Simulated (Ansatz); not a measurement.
Input file for Ansatz (a quantum-chemistry and plane-wave program): R-wB97X-V/def2-TZVPP on BiH3O3 (SMILES [OH][Bi]([OH])[OH]), a point of a torsion scan. Elements past Kr take the def2 small-core potentials; no spin–orbit coupling.

Ansatz 0.2 input:
```yaml
crystal:
  periodic: [false, false, false]
  atoms:
    - {symbol: O, position_ang: [-1.29534623, -0.58801396, -0.72710859]}
    - {symbol: Bi, position_ang: [0.11636546, -0.91970650, 0.72046437]}
    - {symbol: O, position_ang: [-0.89391786, 0.29939724, 2.01737838]}
    - {symbol: O, position_ang: [1.22780447, 0.65171886, 0.02908841]}
    - {symbol: H, position_ang: [-1.97157080, 0.00247527, -0.39788855]}
    - {symbol: H, position_ang: [-0.70317590, 1.21690346, 1.82813576]}
    - {symbol: H, position_ang: [0.72548730, 1.15085053, -0.61353231]}
basis:
  gaussian:
    orbitals: def2-TZVPP
hamiltonian:
  xc: {name: wB97X-V}
scf: {lower_state_search: off}
```

The head of its log:

```
WARN ansatz: RAYON_NUM_THREADS=1 ignored (pool sized by the plan → 1); use --threads N
Functional definition: wB97X-V
these checks for a lower state are left out or cut short: stability, starts, cluster_reference, orbital_swaps, neighbouring_geometries, increment
integrals: 0.13 GiB planned
1024 factors; their error is unknown
integrals: 0.16 GiB planned
240 factors; integrals over basis functions are off by at most 6.7e-6 eV
mean field: 1.05 GiB planned
mean field evaluation 1: about -12019.8275 eV, gradient 8.5e1 eV
mean field evaluation 2: about -12012.8566 eV, gradient 1.1e2 eV
```

Problem. Predict the final total energy.

Solution. -442.1596 hartree.
